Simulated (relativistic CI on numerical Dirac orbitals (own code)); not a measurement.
## Zr14+: q coefficients and field-shift factors

Computed by Dirac-Coulomb-Breit CI, orbitals from a KLI potential per configuration, derivatives by finite differences, unscaled Slater integrals, QED left out (own radial code, finite nucleus).

Configuration list (outside the closed core [Ne]): 3s²3p⁶3d⁸, 3s²3p⁵3d⁹, 3s²3p⁴3d¹⁰, 3s3p⁶3d⁹, 3s²3p⁶3d⁷4s, 3p⁶3d¹⁰, 3s²3p⁶3d⁷4p, 3s3p⁵3d¹⁰. Levels of other configurations are missing.

With x = (α/α₀)² − 1 an excitation energy changes as ω = ω₀ + qx; K = 2q/ω₀ is the relative enhancement. Terms are leading LS components, so labels can repeat. The field-shift factor is F = δν/δ⟨r²⟩ for the transition from the lowest level.

Lowest level 3s²3p⁶3d⁸ ³F4.

```tsv
Level	ω₀ (cm⁻¹)	q (cm⁻¹)	K	F (GHz/fm²)
3s²3p⁶3d⁸ ³F3	17827	18410	2.07	0.108
3s²3p⁶3d⁸ ³F2	22544	12410	1.1	0.0754
3s²3p⁶3d⁸ ³P2	44147	14110	0.639	0.112
3s²3p⁶3d⁸ ³P0	61612	13860	0.45	0.146
3s²3p⁶3d⁸ ³P1	62157	19040	0.613	0.17
3s²3p⁶3d⁸ ³P2	65114	29040	0.892	0.199
3s²3p⁶3d⁸ ¹G4	75305	15400	0.409	0.179
3s²3p⁶3d⁸ ¹S0	155707	24340	0.313	0.324
3s²3p⁵3d⁹ ³F°4	1166808	27770	0.0476	1.93
3s²3p⁵3d⁹ ¹D°2	1189260	36600	0.0615	1.93
3s²3p⁵3d⁹ ³F°3	1211265	57980	0.0957	1.84
3s²3p⁵3d⁹ ³D°2	1249537	53730	0.086	1.91
3s²3p⁵3d⁹ ³P°1	1259237	44520	0.0707	1.96
```

At this charge energies of transitions that change n are usually good to better than 1 %, and those within a shell (Δn = 0) to a few per cent. Terms inside the open d or f shell come out 10 to 20 % too wide with unscaled integrals.
